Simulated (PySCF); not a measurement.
AlI3 (SMILES [I][Al]([I])[I]), singlet, at a GFN2-xTB geometry (such geometries of metal compounds can be far from the true shape) (core potentials on I); B3LYP/def2-SV(P) (PySCF).

Here is a job for PySCF.
```python
from pyscf import gto, scf, dft

mol = gto.Mole()
mol.atom = '''
    Al   -0.00000000   -0.00000000   -0.00000000
    I    -2.05711704   -1.44131268   -0.05276184
    I     0.00659413    2.22306763   -1.17039456
    I     2.05052292   -0.78175495    1.22315640
'''
mol.basis = 'def2-sv(p)'
mol.ecp = {'I': 'def2-sv(p)'}
mol.verbose = 4
mol.build()

mf = dft.RKS(mol)
mf.xc = 'b3lyp'
mf.kernel()
mf.analyze()
```

Output, abridged:

```
PySCF version 2.14.0

[INPUT] verbose = 4
[INPUT] num. atoms = 4
[INPUT] num. electrons = 88
[INPUT] charge = 0
[INPUT] spin (= nelec alpha-beta = 2S) = 0
[INPUT] symmetry False subgroup None
[INPUT] Mole.unit = angstrom
[INPUT] Symbol           X                Y                Z      unit          X                Y                Z       unit  Magmom
[...]
nuclear repulsion = 433.378878896226
number of shells = 38
number of NR pGTOs = 219
number of NR cGTOs = 96
basis = def2-sv(p)
ecp = {'I': 'def2-sv(p)'}

******** <class 'pyscf.dft.rks.RKS'> ********
method = RKS
initial guess = minao
damping factor = 0
level_shift factor = 0
DIIS = <class 'pyscf.scf.diis.CDIIS'>
diis_start_cycle = 1
diis_space = 8
diis_damp = 0
SCF conv_tol = 1e-09
SCF conv_tol_grad = None
SCF max_cycles = 50
direct_scf = True
direct_scf_tol = 1e-13
XC library pyscf.dft.libxc version 7.1.2
    S. Lehtola, C. Steigemann, M. J. T. Oliveira, and M. A. L. Marques,  SoftwareX 7, 1–5 (2018)
XC functionals = b3lyp
    P. J. Stephens, F. J. Devlin, C. F. Chabalowski, and M. J. Frisch,  J. Phys. Chem. 98, 11623 (1994)
radial grids:
    Treutler-Ahlrichs [JCP 102, 346 (1995); DOI:10.1063/1.469408] (M4) radial grids

becke partition: Becke, JCP 88, 2547 (1988); DOI:10.1063/1.454033
pruning grids: <function nwchem_prune>
grids dens level: 3
symmetrized grids: False
atomic radii adjust function: <function treutler_atomic_radii_adjust>
small_rho_cutoff = 0
Set gradient conv threshold to 3.16228e-05
Initial guess from minao.
tot grids = 85056
init E= -1041.65336681007
[...]
cycle= 1 E= -1131.77793228949  delta_E= -90.1  |g|= 4.97  |ddm|= 14.8
[...]
cycle= 2 E= -1131.89950034504  delta_E= -0.122  |g|= 4.23  |ddm|= 13.5
[...]
cycle= 3 E= -1135.37832891163  delta_E= -3.48  |g|= 1.11  |ddm|= 7.04
[...]
cycle= 4 E= -1135.75116688161  delta_E= -0.373  |g|= 0.695  |ddm|= 2.75
[...]
cycle= 5 E= -1135.93279703368  delta_E= -0.182  |g|= 0.0401  |ddm|= 0.988
[...]
cycle= 6 E= -1135.93329737953  delta_E= -0.0005  |g|= 0.00401  |ddm|= 0.0781
[...]
cycle= 7 E= -1135.93330293114  delta_E= -5.55e-06  |g|= 0.000533  |ddm|= 0.00929
[...]
cycle= 8 E= -1135.93330303685  delta_E= -1.06e-07  |g|= 6.96e-05  |ddm|= 0.000846
[...]
cycle= 9 E= -1135.93330303874  delta_E= -1.9e-09  |g|= 4.8e-06  |ddm|= 0.000121
[...]
cycle= 10 E= -1135.93330303875  delta_E= -1.23e-11  |g|= 5.69e-07  |ddm|= 1.03e-05
[...]
Extra cycle  E= -1135.93330303875  delta_E= 8.19e-12  |g|= 6.44e-07  |ddm|= 2.27e-06
converged SCF energy = -1135.93330303875
**** SCF Summaries ****
Total Energy =                       -1135.933303038746089
Nuclear Repulsion Energy =             433.378878896225729
One-electron Energy =                -2755.921918943934998
Two-electron Energy =                 1186.609737008963293
Two-electron Coulomb Energy =         1272.314768716649951
DFT Exchange-Correlation Energy =      -85.705031707686700
HOMO-LUMO gap [eV] =                     4.938151343634417
**** MO energy ****
[...]
Dipole moment(X, Y, Z, Debye):  0.00002,  0.00005, -0.00001
```
